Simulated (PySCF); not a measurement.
A structure optimised at r2SCAN-D4/def2-SVP, used in a PySCF frequency run:

```xyz
7

Cl     2.2190     0.0405    -1.6965
Si     1.3145    -0.7346     0.0000
Cl     2.2190     0.0405     1.6965
Si    -0.9204    -0.0114     0.0000
Cl    -1.0671     2.0406     0.0000
Cl    -1.8476    -0.7536     1.6788
Cl    -1.8476    -0.7536    -1.6788
```
Charge 0, spin multiplicity 2.

Q: Write its SMILES, formula and point group.

A: Cl[Si](Cl)[Si](Cl)(Cl)Cl, Cl5Si2, Cs

Q: What are its rotational constants (standard atomic weights)?

A: 0.83256, 0.55722, 0.45624 GHz
